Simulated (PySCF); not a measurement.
Sb(OMe)(SiH3)2 (CH9OSbSi2), SMILES C[O][Sb]([SiH3])[SiH3].

Coordinates come from a r2SCAN-D4/def2-SVP optimisation. The def2 effective core potentials stand for the cores of Sb; spin–orbit coupling is left out. The values are those of a single conformer.

The numbers are results of r2SCAN-D4/def2-SVP (PySCF), not measurements.

Frequencies are harmonic and unscaled.

| mode | ν (cm⁻¹) | IR (km/mol) | moving atoms (share of kinetic energy) |
|---|---|---|---|
| 1 | 47 | 2.3 | H 34 %, C 32 %, Si 14 %, O 14 % |
| 2 | 73 | 0.2 | Si 40 %, H 29 %, C 17 % |
| 3 | 76 | 0.3 | H 74 %, Si 9 % |
| 4 | 89 | 0.5 | Si 45 %, H 36 %, C 9 % |
| 5 | 112 | 1.6 | H 57 %, O 25 %, Si 9 % |
| 6 | 129 | 1.2 | H 70 %, Si 19 % |
| 7 | 186 | 3.8 | H 74 %, O 23 % |
| 8 | 245 | 2.4 | C 38 %, O 26 %, H 26 % |
| 9 | 290 | 1.6 | Si 70 %, Sb 20 %, H 9 % |
| 10 | 305 | 0.4 | Si 69 %, Sb 21 %, H 9 % |
| 11 | 458 | 1.0 | H 88 %, Si 9 % |
| 12 | 470 | 10.8 | H 87 %, Si 10 % |
| 13 | 498 | 16.1 | H 83 %, Si 11 % |
| 14 | 515 | 34.3 | O 71 %, H 13 %, Sb 11 % |
| 15 | 529 | 0.6 | H 87 %, Si 11 % |
| 16 | 823 | 373.0 | H 92 %, Si 8 % |
| 17 | 859 | 244.2 | H 91 %, Si 9 % |
| 18 | 922 | 45.9 | H 97 % |
| 19 | 928 | 25.8 | H 97 % |
| 20 | 932 | 8.3 | H 97 % |
| 21 | 937 | 50.9 | H 97 % |
| 22 | 1101 | 187.8 | O 50 %, C 45 % |
| 23 | 1164 | 1.1 | H 76 %, C 19 % |
| 24 | 1181 | 2.4 | H 73 %, C 20 % |
| 25 | 1456 | 13.1 | H 91 %, C 8 % |
| 26 | 1458 | 6.4 | H 96 % |
| 27 | 1477 | 30.1 | H 94 % |
| 28 | 2198 | 68.3 | H 99 % |
| 29 | 2206 | 74.2 | H 98 % |
| 30 | 2215 | 93.0 | H 96 % |
| 31 | 2221 | 17.2 | H 96 % |
| 32 | 2226 | 121.8 | H 96 % |
| 33 | 2233 | 74.3 | H 96 % |
| 34 | 2934 | 101.4 | H 97 % |
| 35 | 2998 | 70.5 | H 91 %, C 9 % |
| 36 | 3083 | 29.4 | H 91 %, C 9 % |
